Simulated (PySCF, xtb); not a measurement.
HfF3Cl, SMILES [F][Hf]([F])([F])[Cl], multiplicity 1.

Harmonic wavenumbers (cm⁻¹) from GFN2-xTB (xtb) at its own minimum, in rising order: 88, 89, 112, 113, 113, 365, 475, 512, 512.

Question: What does PBE-D3(BJ)/def2-SVP run with PySCF 2.14.0 give at its own minimum? (An estimate is asked for; the answer gives what the named calculation found.)

Answer: 118, 118, 152, 158, 158, 382, 662, 662, 665. Paired by order, the mean absolute difference is 77 cm⁻¹ and the zero-point energies are 3.4 and 4.4 kcal/mol.
